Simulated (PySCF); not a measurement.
Method: PySCF with B3LYP-D3(BJ)/def2-TZVP // M06-2X/def2-TZVP. Isolated molecules, 0 K electronic values unless said otherwise. One relaxed conformer stands for a flexible species; it need not be the lowest. B3LYP has the VWN-RPA correlation part, as in Gaussian. Excitations are Tamm–Dancoff values on a coarser integration grid. The basis has no diffuse functions, so Rydberg states are missing or too high.

Reference species (SMILES): `CC(B)C` (neutral, multiplicity 1).

The HOMO is -8.19 eV and the S1 excitation (TDA) is 5.37 eV.

Changed species: `C(=C)B` (X = vinyl; the reference has X = isopropyl).

### Question
Predict the effect on the HOMO and S1 excitation (TDA).

### Answer
the HOMO falls by 0.07 eV, to -8.26 eV; the S1 excitation (TDA) drops by 0.04 eV, to 5.33 eV.
